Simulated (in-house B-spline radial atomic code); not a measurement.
Ti⁴⁺. Computed with a B-spline radial atomic code. Model: all-electron spherical atom, spin shells full or empty, radial basis limit, no spin-orbit coupling: exact exchange with a local potential (Slater, KLI or optimised effective potential, whose far tail is KLI's), no correlation.

Exchange potential has not reached -1/r at the last radius.

The run also made RPA and GW results, which its time includes.

The Slater potential averages the orbital exchange potentials with the orbital densities as weights, KLI adds orbital constants, and the optimised effective potential minimises the exact-exchange energy among local potentials. So their energies lie above Hartree-Fock in the order OEP, KLI, Slater. All fall off as −1/r, unlike LDA and GGA exchange.

Command:
```bash
python run_gw.py task.json out
```
Settings (lengths in bohr, energies in hartree):
```
Z                      22
electrons              18
configuration          [Ne] 3s2 3p6
hamiltonian            nr
method                 kli
lmax                   9
spin_polarised         False
box_radius             11.96
intervals              68
```

Cost of the run: 2.9 s on 1 thread of Arm Neoverse N1, on a shared host.

Given: hamiltonian non-relativistic; mean-field start exchange-only KLI.

Computed: energy above Hartree-Fock 7.8194 millihartree; virial ratio -E/T less 1 -3e-05.

| radius (bohr) | r times exchange potential (hartree bohr) |
| --- | --- |
| 0.00227 | -0.04001 |
| 0.00276 | -0.0486 |
| 0.00336 | -0.059082 |
| 0.00408 | -0.071604 |
| 0.00496 | -0.086797 |
| 0.00603 | -0.10508 |
| 0.00732 | -0.12682 |
| 0.0089 | -0.15292 |
| 0.0108 | -0.18342 |
| 0.0131 | -0.21892 |
| 0.016 | -0.26125 |
| 0.0194 | -0.30717 |
| 0.0236 | -0.35816 |
| 0.0287 | -0.41151 |
| 0.0349 | -0.46413 |
| 0.0424 | -0.5113 |
| 0.0515 | -0.54765 |
| 0.0626 | -0.56785 |
| 0.0761 | -0.57013 |
| 0.0924 | -0.56614 |
| 0.112 | -0.58892 |
| 0.137 | ? |
| 0.166 | -0.80071 |
| 0.202 | -0.93251 |
| 0.245 | -1.0312 |
| 0.298 | -1.0723 |
| 0.362 | -1.0318 |
| 0.44 | -0.90556 |
| 0.535 | -0.81026 |
| 0.65 | -0.94935 |
| 0.79 | -1.1646 |
| 0.96 | -1.3156 |
| 1.17 | -1.3782 |
| 1.42 | -1.3591 |
| 1.72 | -1.2922 |
| 2.09 | ? |
| 2.55 | -1.1386 |

(1) What belongs in the row 0.137?

(2) What belongs in the row 2.09?

```
occupied  level (hartree)  Hartree-Fock level (hartree)
      1s          -180.21                       -185.28
      2s          -22.118                       -23.487
      2p                ?                             ?
      3s          -4.5189                       -4.7684
      3p          -3.6472                       -3.6508
```

(3) What belongs in the row 2p?

```tsv
empty	level (hartree)
3d	-2.2926
4s	?
4p	-1.4329
4d	-1.0661
```

(4) What belongs in the row 4s?

Results:

(1) r times exchange potential (hartree bohr): -0.67467.

(2) r times exchange potential (hartree bohr): -1.2109.

(3) level (hartree): -18.908; Hartree-Fock level (hartree): -19.851.

(4) level (hartree): -1.6796.

The highest level, 3p, differs from Hartree-Fock by +0.099 eV and the deepest, 1s, by +138 eV: a local potential can match the highest level but can't give each shell its own exchange.
